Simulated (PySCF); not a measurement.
Basis-set dependence of excited states

C2H4BBr.
Geometry (PBE0-D3(BJ)/def2-SVP, Å), atoms numbered from 1 in this order:
```xyz
8
C2H4BBr angstrom
B     -1.334    0.135    0.053
C      0.040   -0.563    0.112
C      1.246    0.000   -0.093
Br     1.574    1.793   -0.512
H     -2.335   -0.490    0.311
H     -1.420    1.300   -0.249
H      0.099   -1.633    0.347
H      2.183   -0.563   -0.031
```

TDDFT with PBE0 (PySCF), vertical singlets, core orbitals frozen in the response, spherical d and f functions. Isolated species at its PBE0-D3(BJ)/def2-SVP geometry, gas phase. Relativistic effects, spin–orbit coupling among them, are left out although an element past zinc is present.

```json
{"basis": "6-31G*", "functions": "82", "diffuse": "no", "S1 (eV)": "4.70", "S2 (eV)": "4.80", "S3 (eV)": "5.28", "S4 (eV)": "5.67", "S5 (eV)": "6.43", "LUMO (eV)": "-2.19", "α (au)": "50.5"}
{"basis": "def2-SVP", "functions": "94", "diffuse": "no", "S1 (eV)": "4.52", "S2 (eV)": "4.67", "S3 (eV)": "5.13", "S4 (eV)": "5.56", "S5 (eV)": "6.64", "LUMO (eV)": "-2.40", "α (au)": "52.1"}
{"basis": "def2-SVPD", "functions": "133", "diffuse": "yes", "S1 (eV)": "4.52", "S2 (eV)": "4.61", "S3 (eV)": "5.12", "S4 (eV)": "5.55", "S5 (eV)": "6.28", "LUMO (eV)": "-2.52", "α (au)": "63.7"}
{"basis": "aug-cc-pVDZ", "functions": "141", "diffuse": "yes", "S1 (eV)": "4.53", "S2 (eV)": "4.60", "S3 (eV)": "5.13", "S4 (eV)": "5.54", "S5 (eV)": "6.25", "LUMO (eV)": "-2.50", "α (au)": "63.8"}
{"basis": "def2-TZVP", "functions": "165", "diffuse": "no", "S1 (eV)": "4.54", "S2 (eV)": "4.61", "S3 (eV)": "5.15", "S4 (eV)": "5.54", "S5 (eV)": "6.41", "LUMO (eV)": "-2.47", "α (au)": "60.2"}
{"basis": "def2-TZVPD", "functions": "204", "diffuse": "yes", "S1 (eV)": "4.53", "S2 (eV)": "4.60", "S3 (eV)": "5.14", "S4 (eV)": "5.53", "S5 (eV)": "6.24", "LUMO (eV)": "-2.50", "α (au)": "64.6"}
{"basis": "aug-cc-pVTZ", "functions": "289", "diffuse": "yes", "S1 (eV)": "4.52", "S2 (eV)": "4.59", "S3 (eV)": "5.14", "S4 (eV)": "5.53", "S5 (eV)": "6.23", "LUMO (eV)": "-2.50", "α (au)": "64.7"}
```

Problem. How much do these states and the polarisability depend on the basis?

Solution. States are compared by their number. Against the largest diffuse basis here (aug-cc-pVTZ, itself not a converged limit), sets without diffuse functions differ by up to 0.18 eV in S1 and 0.41 eV in S5; the smaller diffuse sets differ by up to 0.01 and 0.04 eV. State by state, the largest deviation of a set without diffuse functions is S1 0.18, S2 0.21, S3 0.15, S4 0.14, S5 0.41 eV. The same number needn't mean the same state in each row. Against aug-cc-pVTZ the polarisability deviates by -22% in 6-31G*, -19% in def2-SVP, -2% in def2-SVPD, -1% in aug-cc-pVDZ, -7% in def2-TZVP, 0% in def2-TZVPD.
